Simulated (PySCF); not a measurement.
Isomers of C6H9O2P, mass 144.034 u with the commonest isotopes. Method: PBE0/pcSseg-1 in PySCF (dipole) on a GFN2-xTB geometry, gas phase. One conformer each, none proved a minimum here; rigid rotors.

Question: Order these by dipole moment, smallest first.
A. `[CH:1]#[C:2][CH2:3][P@@:4](=[O:5])([OH:6])[C:7](=[CH2:8])[CH3:9]` with C2–C3–P4–O5 72°, C3–P4–O6–H -140°, C3–P4–C7–C8 -81°
B. `[CH3:1][P:2]([CH3:3])(=[O:4])[c:5]1[cH:6][cH:7][o:8][cH:9]1` with C1–P2–C5–C6 -55°
C. `[CH3:1][P:2]([CH2:3][OH:4])[c:5]1[cH:6][cH:7][o:8][cH:9]1` with C1–P2–C3–O4 178°, P2–C3–O4–H 58°, C1–P2–C5–C6 -140°
D. `[CH:1]#[C:2][P:3]1(=[O:4])[CH2:5][CH2:6][O:7][CH2:8][CH2:9]1` with C2–P3–C5–C6 -64°, P3–C5–C6–O7 -58°, C5–C6–O7–C8 70°, C6–O7–C8–C9 -70°
E. `[O:1]=[P:2]1([CH2:3][OH:4])[CH:5]=[CH:6][CH2:7][CH:8]=[CH:9]1` with O1–P2–C3–O4 -48°, P2–C3–O4–H 44°, O1–P2–C5–C6 149°, C5–C6–C7–C8 -31°, C6–C7–C8–C9 31°, O1–P2–C9–C8 -150°
F. `[CH3:1][C:2](=[O:3])[P@@:4]1(=[O:5])[CH:6]=[CH:7][CH2:8][CH2:9]1` with C1–C2–P4–O5 -40°, C2–P4–C6–C7 94°, C6–C7–C8–C9 17°, C7–C8–C9–P4 -23°, C2–P4–C9–C8 -86°
G. `[CH:1]#[C:2][CH2:3][P@:4](=[O:5])([OH:6])[CH2:7][CH:8]=[CH2:9]` with C2–C3–P4–O5 -73°, C3–P4–O6–H 137°, C3–P4–C7–C8 178°, P4–C7–C8–C9 -110°
H. `[CH3:1][CH2:2][P@H:3](=[O:4])[c:5]1[cH:6][cH:7][cH:8][o:9]1` with C1–C2–P3–O4 55°, C2–P3–C5–C6 125°

Answer: C (1.44 D), G (2.43 D), A (2.57 D), F (3.00 D), H (3.78 D), D (3.91 D), B (4.22 D), E (4.98 D).

Question: Order these by rotational constant C, largest first.
A. `[CH3:1][P:2]([CH3:3])(=[O:4])[c:5]1[cH:6][cH:7][o:8][cH:9]1` with C1–P2–C5–C6 -55°
B. `[CH:1]#[C:2][CH2:3][P@:4](=[O:5])([OH:6])[CH2:7][CH:8]=[CH2:9]` with C2–C3–P4–O5 -73°, C3–P4–O6–H 137°, C3–P4–C7–C8 178°, P4–C7–C8–C9 -110°
C. `[CH3:1][P:2]([CH2:3][OH:4])[c:5]1[cH:6][cH:7][o:8][cH:9]1` with C1–P2–C3–O4 178°, P2–C3–O4–H 58°, C1–P2–C5–C6 -140°
D. `[CH:1]#[C:2][CH2:3][P@@:4](=[O:5])([OH:6])[C:7](=[CH2:8])[CH3:9]` with C2–C3–P4–O5 72°, C3–P4–O6–H -140°, C3–P4–C7–C8 -81°
E. `[CH:1]#[C:2][P:3]1(=[O:4])[CH2:5][CH2:6][O:7][CH2:8][CH2:9]1` with C2–P3–C5–C6 -64°, P3–C5–C6–O7 -58°, C5–C6–O7–C8 70°, C6–O7–C8–C9 -70°
F. `[CH3:1][C:2](=[O:3])[P@@:4]1(=[O:5])[CH:6]=[CH:7][CH2:8][CH2:9]1` with C1–C2–P4–O5 -40°, C2–P4–C6–C7 94°, C6–C7–C8–C9 17°, C7–C8–C9–P4 -23°, C2–P4–C9–C8 -86°

Answer: E (1113 MHz), F (1071 MHz), D (1020 MHz), A (873.6 MHz), B (810.6 MHz), C (765.5 MHz).

Question: Order these by radius of gyration √(Σ m r²/M), largest first.
A. `[O:1]=[P:2]1([CH2:3][OH:4])[CH:5]=[CH:6][CH2:7][CH:8]=[CH:9]1` with O1–P2–C3–O4 -48°, P2–C3–O4–H 44°, O1–P2–C5–C6 149°, C5–C6–C7–C8 -31°, C6–C7–C8–C9 31°, O1–P2–C9–C8 -150°
B. `[CH3:1][C:2](=[O:3])[P@@:4]1(=[O:5])[CH:6]=[CH:7][CH2:8][CH2:9]1` with C1–C2–P4–O5 -40°, C2–P4–C6–C7 94°, C6–C7–C8–C9 17°, C7–C8–C9–P4 -23°, C2–P4–C9–C8 -86°
C. `[CH:1]#[C:2][CH2:3][P@:4](=[O:5])([OH:6])[CH2:7][CH:8]=[CH2:9]` with C2–C3–P4–O5 -73°, C3–P4–O6–H 137°, C3–P4–C7–C8 178°, P4–C7–C8–C9 -110°
D. `[CH3:1][P:2]([CH2:3][OH:4])[c:5]1[cH:6][cH:7][cH:8][o:9]1` with C1–P2–C3–O4 49°, P2–C3–O4–H 68°, C1–P2–C5–C6 55°
E. `[CH:1]#[C:2][CH2:3][P@@:4](=[O:5])([OH:6])[C:7](=[CH2:8])[CH3:9]` with C2–C3–P4–O5 72°, C3–P4–O6–H -140°, C3–P4–C7–C8 -81°
F. `[CH3:1][P:2]([CH3:3])(=[O:4])[c:5]1[cH:6][cH:7][o:8][cH:9]1` with C1–P2–C5–C6 -55°

Answer: C (2.192 Å), F (2.123 Å), D (2.073 Å), E (2.036 Å), A (2.015 Å), B (1.970 Å).

```tsv
SMILES	point group	Ia (u·Å²)	Ib (u·Å²)	Ic (u·Å²)	κ	μa (D)	μb (D)	μc (D)
C#CC[P@](=O)(O)CC=C	C1	230.17	530.23	623.48	-0.79	0.36	0.70	2.30
CC(=O)[P@@]1(=O)C=CCC1	C1	240.94	405.22	471.68	-0.66	1.72	1.64	1.83
CP(CO)c1ccoc1	C1	226.78	483.41	660.23	-0.62	0.94	1.00	0.46
CP(C)(=O)c1ccoc1	Cs	186.37	533.24	578.52	-0.92	1.15	4.06	0.01
C#CC[P@@](=O)(O)C(=C)C	C1	307.03	391.94	495.62	-0.14	0.37	1.26	2.21
C#CP1(=O)CCOCC1	Cs	262.90	407.16	454.27	-0.68	1.87	3.44	0.00
O=P1(CO)C=CCC=C1	C1	216.39	458.10	494.60	-0.88	4.40	1.07	2.07
CC[P@H](=O)c1ccco1	C1	200.06	515.11	582.54	-0.86	2.19	3.01	0.67
CP(CO)c1ccco1	C1	210.89	460.38	567.22	-0.73	1.35	0.22	0.35
```
